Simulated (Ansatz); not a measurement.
Input file for Ansatz (an electronic-structure program): R-PBE0/def2-TZVPP on SiB+, 2S+1 = 1, a spin state set in the input, which need not be the lowest. Charge +1.

Ansatz 0.2 input:
```yaml
crystal:
  periodic: [false, false, false]
  atoms:
    - {symbol: B, position_ang: [0.00000000, 0.00000000, 0.00000000]}
    - {symbol: Si, position_ang: [0.00000000, 0.00000000, 1.85300000]}
basis:
  gaussian:
    orbitals: def2-TZVPP
hamiltonian:
  xc: {name: PBE0}
total_charge: 1
relax: {f_tol: 0.002, max_steps: 120}
```

Program output:

```
WARN ansatz: RAYON_NUM_THREADS=2 ignored (pool sized by the plan → 2); use --threads N
Functional definition: PBE0
integrals: 0.01 GiB planned
460 factors; their error is unknown
mean field: 0.15 GiB planned
mean field evaluation 1: about -8532.4597 eV, gradient 2.2e1 eV
mean field evaluation 2: about -8530.5526 eV, gradient 2.9e1 eV
mean field evaluation 4: about -8534.0344 eV, gradient 5.7e-1 eV
mean field evaluation 8: about -8534.0362 eV, gradient 8.5e-3 eV
mean field evaluation 16: about -8534.0502 eV, gradient 4.2e-5 eV
mean field -8534.05020111 eV, -313.6205603039 hartree, gradient 1.4e-5 eV, S^2 0.000000; 1 other end points of the search recorded, 0 dependent functions left out
the calculation of the forces begins
reference -8534.05022541 eV, -313.6205611968 hartree; 9, 9 occupied and 64, 64 virtual orbitals, 460 factors
relax step   1: F+E_penalty+E_count = -8534.05020111 eV  Δ(F+E_penalty+E_count) = +0.000e0 eV  max|allowed force component| = 1.730e0 eV/Å  Δτ_max = 0.0000 Å  (55 SCF iters, accepted)
these checks for a lower state are left out or cut short: starts, cluster_reference, orbital_swaps, neighbouring_geometries, increment
integrals: 0.01 GiB planned
460 factors; their error is unknown
mean field: 0.15 GiB planned
mean field evaluation 32: about -8534.1104 eV, gradient 1.0e-5 eV
mean field -8534.11035104 eV, -313.6227707729 hartree, gradient 1.4e-5 eV, S^2 0.000000; 0 other end points of the search recorded, 0 dependent functions left out
the calculation of the forces begins
reference -8534.11037540 eV, -313.6227716681 hartree; 9, 9 occupied and 64, 64 virtual orbitals, 460 factors
relax step   2: F+E_penalty+E_count = -8534.11035104 eV  Δ(F+E_penalty+E_count) = -6.015e-2 eV  max|allowed force component| = 8.037e-1 eV/Å  Δτ_max = 0.0241 Å  (43 SCF iters, accepted)
these checks for a lower state are left out or cut short: starts, cluster_reference, orbital_swaps, neighbouring_geometries, increment
integrals: 0.01 GiB planned
460 factors; their error is unknown
mean field: 0.15 GiB planned
mean field -8534.13032781 eV, -313.6235049057 hartree, gradient 3.7e-6 eV, S^2 0.000000; 0 other end points of the search recorded, 0 dependent functions left out
the calculation of the forces begins
reference -8534.13035223 eV, -313.6235058030 hartree; 9, 9 occupied and 64, 64 virtual orbitals, 460 factors
relax step   3: F+E_penalty+E_count = -8534.13032781 eV  Δ(F+E_penalty+E_count) = -1.998e-2 eV  max|allowed force component| = 9.134e-2 eV/Å  Δτ_max = 0.0230 Å  (44 SCF iters, accepted)
these checks for a lower state are left out or cut short: starts, cluster_reference, orbital_swaps, neighbouring_geometries, increment
integrals: 0.01 GiB planned
460 factors; their error is unknown
mean field: 0.15 GiB planned
mean field -8534.13063265 eV, -313.6235161082 hartree, gradient 3.9e-6 eV, S^2 0.000000; 0 other end points of the search recorded, 0 dependent functions left out
the calculation of the forces begins
reference -8534.13065707 eV, -313.6235170058 hartree; 9, 9 occupied and 64, 64 virtual orbitals, 460 factors
relax step   4: F+E_penalty+E_count = -8534.13063265 eV  Δ(F+E_penalty+E_count) = -3.048e-4 eV  max|allowed force component| = 1.475e-3 eV/Å  Δτ_max = 0.0034 Å  (44 SCF iters, accepted)
integrals: 0.01 GiB planned
460 factors; their error is unknown
mean field: 0.15 GiB planned
mean field evaluation 64: about -8533.2975 eV, gradient 1.3e1 eV
mean field -8534.13063265 eV, -313.6235161082 hartree, gradient 3.9e-6 eV, S^2 0.000000; 2 other end points of the search recorded, 0 dependent functions left out
the calculation of the forces begins
reference -8534.13065707 eV, -313.6235170058 hartree; 9, 9 occupied and 64, 64 virtual orbitals, 460 factors
Total energy: -8534.13065707 eV, -313.6235170058 hartree
Atom 0 at     0.000000    -0.000000    -0.050456 Å, force     0.000000    -0.000000     0.001475 eV/Å
Atom 1 at    -0.000000     0.000000     1.903456 Å, force    -0.000000     0.000000    -0.001475 eV/Å
Dipole moment:    -0.000000    -0.000000    -0.214381 e Å
```

The calculation finished and met its thresholds.

Cost: around 4 core-seconds (rough).
